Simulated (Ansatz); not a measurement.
Steps of a relaxation of C$_{3}$H$_{6}$BN (`NBC1C=C1`) with RKS PBE-D4/def2-SVP.

```sh
$ ansatz run in.yaml --threads 2 --pin off --events-out ev --progress --plain --max-ram 4352MiB
```

```yaml
crystal:
  periodic: [false, false, false]
  atoms:
    - {symbol: N, position_ang: [-1.492500, 1.119200, 0.742900]}
    - {symbol: B, position_ang: [-0.604700, -0.037200, 0.757600]}
    - {symbol: C, position_ang: [0.177000, -0.458300, -0.556700]}
    - {symbol: C, position_ang: [1.467800, 0.277800, -0.716700]}
    - {symbol: C, position_ang: [1.417900, -1.121600, -0.284300]}
    - {symbol: H, position_ang: [-2.504100, 0.813700, 0.901400]}
    - {symbol: H, position_ang: [-1.507700, 1.563900, -0.231200]}
    - {symbol: H, position_ang: [-0.464200, -0.654900, 1.742900]}
    - {symbol: H, position_ang: [-0.290800, -0.744500, -1.441500]}
    - {symbol: H, position_ang: [1.913900, 1.182200, -0.959300]}
    - {symbol: H, position_ang: [1.952700, -1.997300, 0.065500]}
basis:
  gaussian: {orbitals: def2-SVP}
hamiltonian: {xc: pbe, dispersion: d4}
relax: {f_tol: 0.03, max_steps: 200}
```

Positions (Å) and forces (eV/Å) along the path, 12 of 17 steps:

```xyz
11
step=1 energy=-5360.6238 eV
N    -1.492    1.119    0.743   -1.174   -0.573   -1.665
B    -0.605   -0.037    0.758   -1.234    1.033   -1.789
C     0.177   -0.458   -0.557   -1.994    1.201    2.546
C     1.468    0.278   -0.717    0.228   -7.942    2.285
C     1.418   -1.122   -0.284    3.348    5.698   -1.696
H    -2.504    0.814    0.901    1.399    0.764    0.525
H    -1.508    1.564   -0.231   -0.037   -0.601    1.313
H    -0.464   -0.655    1.743    0.000   -0.656    1.107
H    -0.291   -0.745   -1.442   -1.904   -0.567   -2.243
H     1.914    1.182   -0.959    1.176    1.936   -0.432
H     1.953   -1.997    0.066    0.190   -0.293    0.051
11
step=3 energy=-5362.1798 eV
N    -1.564    1.095    0.621   -1.615   -1.271    0.748
B    -0.687   -0.035    0.703   -0.494    0.234    0.079
C     0.186   -0.465   -0.534    0.011    0.266    0.036
C     1.583    0.162   -0.683   -0.053    2.177   -0.722
C     1.565   -1.064   -0.331    0.263   -2.180    0.593
H    -2.464    1.033    1.219    1.854    0.536   -1.037
H    -1.751    1.450   -0.329   -0.065    0.119    0.310
H    -0.643   -0.674    1.760   -0.020    0.248   -0.117
H    -0.363   -0.710   -1.480    0.120    0.048    0.104
H     2.090    1.110   -0.909    0.042   -0.160    0.055
H     2.114   -1.959   -0.016   -0.042   -0.017   -0.050
11
step=4 energy=-5362.4265 eV
N    -1.700    0.961    0.560   -0.788   -0.413    0.510
B    -0.718   -0.040    0.730    0.202    0.320   -0.033
C     0.228   -0.413   -0.491   -0.359    0.170    0.168
C     1.642    0.174   -0.616   -0.012   -0.411    0.007
C     1.577   -1.101   -0.313    0.290    0.038   -0.303
H    -2.477    1.139    1.236    0.864   -0.079   -0.537
H    -1.903    1.334   -0.371    0.011    0.075    0.044
H    -0.560   -0.550    1.839   -0.111    0.111   -0.111
H    -0.319   -0.560   -1.460    0.141   -0.091    0.035
H     2.201    1.071   -0.919   -0.015   -0.117    0.197
H     2.093   -2.072   -0.174   -0.224    0.396    0.023
11
step=8 energy=-5362.5015 eV rejected
N    -1.841    0.759    0.510   -0.096    0.058    0.130
B    -0.597    0.128    0.671   -0.449   -0.115   -0.278
C     0.263   -0.289   -0.575   -1.652   -0.111    0.674
C     1.689    0.121   -0.478    1.366   -0.208   -0.509
C     1.478   -1.164   -0.377    0.623   -0.213    0.030
H    -2.402    1.085    1.297   -0.026   -0.005   -0.010
H    -2.274    0.948   -0.397    0.090   -0.032    0.046
H    -0.191   -0.065    1.809    0.041    0.081   -0.032
H    -0.244   -0.338   -1.565    0.048    0.192   -0.199
H     2.370    0.968   -0.593    0.082    0.054    0.122
H     1.814   -2.209   -0.283   -0.026    0.299    0.027
11
step=10 energy=-5362.5980 eV
N    -1.883    0.746    0.521    0.098   -0.024   -0.046
B    -0.615    0.156    0.685   -0.215   -0.119   -0.072
C     0.258   -0.264   -0.550   -0.066    0.086    0.071
C     1.754    0.094   -0.552    0.149   -0.104   -0.044
C     1.488   -1.172   -0.402    0.017    0.108    0.002
H    -2.465    1.038    1.306   -0.012    0.003   -0.005
H    -2.307    0.942   -0.392    0.099   -0.058    0.135
H    -0.212   -0.038    1.827   -0.007    0.105   -0.050
H    -0.245   -0.274   -1.547    0.030    0.034    0.009
H     2.472    0.920   -0.621   -0.063   -0.040    0.002
H     1.820   -2.205   -0.255   -0.030    0.009   -0.003
11
step=11 energy=-5362.6044 eV
N    -1.900    0.710    0.524   -0.066   -0.083   -0.183
B    -0.614    0.165    0.688    0.076    0.287   -0.007
C     0.268   -0.226   -0.548    0.005   -0.082    0.100
C     1.778    0.079   -0.529   -0.031   -0.187   -0.019
C     1.467   -1.180   -0.409    0.016    0.061   -0.053
H    -2.485    1.009    1.301   -0.032    0.017    0.069
H    -2.350    0.844   -0.390    0.147   -0.071    0.196
H    -0.154    0.095    1.826   -0.114   -0.071   -0.116
H    -0.220   -0.200   -1.551   -0.002    0.011   -0.013
H     2.520    0.879   -0.592    0.021    0.045    0.017
H     1.754   -2.233   -0.299   -0.021    0.073    0.009
11
step=12 energy=-5362.6051 eV
N    -1.917    0.683    0.525   -0.183    0.061   -0.005
B    -0.610    0.222    0.699    0.467   -0.179   -0.288
C     0.296   -0.187   -0.537   -0.353    0.140    0.156
C     1.812    0.060   -0.548    0.068    0.116    0.032
C     1.456   -1.183   -0.422    0.023   -0.134    0.062
H    -2.502    0.959    1.313   -0.065    0.011   -0.079
H    -2.368    0.782   -0.387    0.002   -0.001    0.050
H    -0.194    0.159    1.847    0.079   -0.023   -0.007
H    -0.193   -0.145   -1.542   -0.046    0.019    0.057
H     2.578    0.837   -0.618    0.015    0.003    0.012
H     1.708   -2.242   -0.309   -0.007   -0.013    0.011
11
step=13 energy=-5362.6139 eV
N    -1.918    0.658    0.534   -0.069    0.024   -0.013
B    -0.589    0.243    0.693    0.032   -0.015   -0.143
C     0.289   -0.154   -0.543    0.026    0.010    0.012
C     1.814    0.055   -0.540   -0.018   -0.103    0.031
C     1.428   -1.182   -0.418    0.050    0.080   -0.016
H    -2.535    0.928    1.300    0.047   -0.011    0.010
H    -2.363    0.723   -0.383   -0.037    0.000   -0.029
H    -0.124    0.199    1.813    0.042   -0.003    0.195
H    -0.199   -0.092   -1.544   -0.030   -0.016   -0.047
H     2.606    0.809   -0.594   -0.010    0.015    0.001
H     1.657   -2.246   -0.297   -0.033    0.018   -0.001
11
step=14 energy=-5362.6063 eV rejected
N    -1.917    0.658    0.531   -0.071    0.028   -0.013
B    -0.586    0.246    0.690    0.089   -0.061   -0.120
C     0.292   -0.155   -0.545    0.222   -0.086    0.088
C     1.825    0.047   -0.531   -0.029    0.758   -0.114
C     1.446   -1.180   -0.420   -0.517   -0.588    0.050
H    -2.528    0.931    1.301    0.038   -0.010    0.009
H    -2.369    0.718   -0.383   -0.020   -0.001   -0.023
H    -0.125    0.208    1.815    0.031    0.002    0.128
H    -0.202   -0.100   -1.544    0.075   -0.002   -0.029
H     2.593    0.821   -0.586    0.096    0.000    0.006
H     1.638   -2.250   -0.308    0.087   -0.039    0.018
11
step=15 energy=-5362.6159 eV
N    -1.917    0.659    0.531   -0.036    0.013   -0.023
B    -0.587    0.244    0.689    0.020   -0.024   -0.039
C     0.292   -0.153   -0.547    0.013   -0.007    0.022
C     1.816    0.055   -0.537   -0.012   -0.009   -0.004
C     1.430   -1.181   -0.419   -0.001    0.007   -0.001
H    -2.525    0.930    1.303    0.012   -0.007    0.008
H    -2.372    0.720   -0.383   -0.006    0.004    0.006
H    -0.129    0.200    1.821    0.011    0.006    0.024
H    -0.197   -0.098   -1.550   -0.004    0.007    0.000
H     2.604    0.813   -0.590    0.006    0.004    0.002
H     1.650   -2.246   -0.298   -0.004    0.004    0.004
11
step=16 energy=-5362.6160 eV
N    -1.920    0.658    0.530    0.034   -0.011    0.009
B    -0.587    0.245    0.685   -0.015    0.004   -0.035
C     0.293   -0.152   -0.551   -0.007    0.009    0.016
C     1.818    0.054   -0.538   -0.005   -0.006    0.004
C     1.430   -1.181   -0.419    0.001    0.006   -0.002
H    -2.521    0.924    1.309   -0.005    0.001    0.000
H    -2.380    0.721   -0.381   -0.002    0.001    0.004
H    -0.127    0.203    1.817   -0.004    0.002    0.002
H    -0.194   -0.094   -1.554    0.003   -0.004    0.004
H     2.607    0.811   -0.587   -0.001   -0.001   -0.001
H     1.646   -2.246   -0.291    0.000    0.000   -0.002
11
step=17 energy=-5362.6161 eV
N    -1.920    0.657    0.530    0.010   -0.004   -0.004
B    -0.586    0.246    0.683   -0.004    0.002    0.005
C     0.294   -0.151   -0.551   -0.003    0.000   -0.003
C     1.819    0.054   -0.537   -0.002    0.002   -0.001
C     1.429   -1.181   -0.419   -0.001   -0.001    0.003
H    -2.521    0.922    1.310    0.000    0.001    0.000
H    -2.382    0.720   -0.379   -0.003    0.000    0.001
H    -0.127    0.206    1.816    0.000    0.000   -0.002
H    -0.193   -0.094   -1.554    0.003    0.002    0.001
H     2.608    0.810   -0.585    0.000   -0.001   -0.001
H     1.644   -2.246   -0.292    0.000    0.000   -0.001
```

Hardware: 2 threads of an Arm Neoverse V1 on a shared host. Wall time 30 s, peak host memory 0.13 GiB.
